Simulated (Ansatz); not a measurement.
Calculated with Ansatz (gas phase, PBE0-D4/def2-TZVP geometries, no zero-point term in ΔE). CBS: MP2 limit from def2 TZ/QZ plus the TZ coupled-cluster correction, frozen cores. Functionals use def2-TZVPP. def2 core potentials past Kr. For Sn outer-core shells are correlated without core-valence functions, which leaves a few kJ/mol of doubt a bond. One conformer a species, not always the lowest.

Consider the redistribution: `OC[SiH2][SiH3]` + `N[SiH](O)[SnH3]` → `OC[SiH2]O` + `N[SiH]([SiH3])[SnH3]`.

```csv
level,ΔE (kJ/mol),difference from CCSD(T)/CBS
PBE-D4,11.2,2.7
ωB97X-V,10.4,1.9
B2PLYP,10.6,2.1
r2SCAN,11.5,3.0
PBE0,11.6,3.1
MP2/def2-TZVPP,7.8,-0.7
CCSD/def2-TZVPP,9.6,1.1
CCSD(T)/def2-TZVPP,9.4,0.9
MP2/def2-QZVPP,7.3,-1.2
HF/CBS(def2),10.3,1.8
CCSD(T)/CBS,8.5,0
```

Largest T1 diagnostic among the species: 0.013.
